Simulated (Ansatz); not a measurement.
C2H5S (SMILES [CH2]SC), doublet, geometry from GFN2-xTB; CAM-B3LYP/def2-SVP (Ansatz, an electronic-structure program).

Here is a job for Ansatz.
Ansatz 0.2 input:
```yaml
crystal:
  periodic: [false, false, false]
  atoms:
    - {symbol: C, position_ang: [0.00596101, 1.31810472, -0.60732876]}
    - {symbol: S, position_ang: [-0.17114785, 0.11511586, 0.58372680]}
    - {symbol: C, position_ang: [0.22202030, -1.37363243, -0.38519703]}
    - {symbol: H, position_ang: [0.71061926, 1.15790413, -1.39965789]}
    - {symbol: H, position_ang: [-0.22649668, 2.31627681, -0.29702164]}
    - {symbol: H, position_ang: [0.13226791, -2.22530445, 0.28055238]}
    - {symbol: H, position_ang: [-0.48349098, -1.45937936, -1.20603518]}
    - {symbol: H, position_ang: [1.23757816, -1.29818465, -0.76231178]}
basis:
  gaussian:
    orbitals: def2-SVP
    point_charges:
      - {charge: 0.5, position_ang: [-1.3953, -4.2478, -3.8853]}
hamiltonian:
  xc: cam_b3lyp
magnetization: {spin_polarized: true, initial_magnetization: 1}
```

Q: Predict the main parts of the log of this Ansatz run.

A: 
```
Functional definition: CAM-B3LYP
713 factors; integrals over basis functions are off by at most 1.2e-3 eV
212 factors; integrals over basis functions are off by at most 1.1e-5 eV
mean field evaluation 1: about -12978.7722 eV, gradient 2.9e1 eV
mean field evaluation 2: about -12978.8955 eV, gradient 2.8e1 eV
mean field evaluation 4: about -12982.9620 eV, gradient 1.2e0 eV
mean field evaluation 8: about -12983.0939 eV, gradient 7.1e-2 eV
mean field evaluation 16: about -12983.0940 eV, gradient 1.6e-4 eV
mean field -12983.09404795 eV, -477.1199060051 hartree, gradient 7.0e-5 eV, S^2 0.754811; 0 other end points of the search recorded, 0 dependent functions left out
reference -12983.09414606 eV, -477.1199096104 hartree; 17, 16 occupied and 54, 55 virtual orbitals, 713 factors
Total energy: -12983.09414606 eV, -477.1199096104 hartree
```
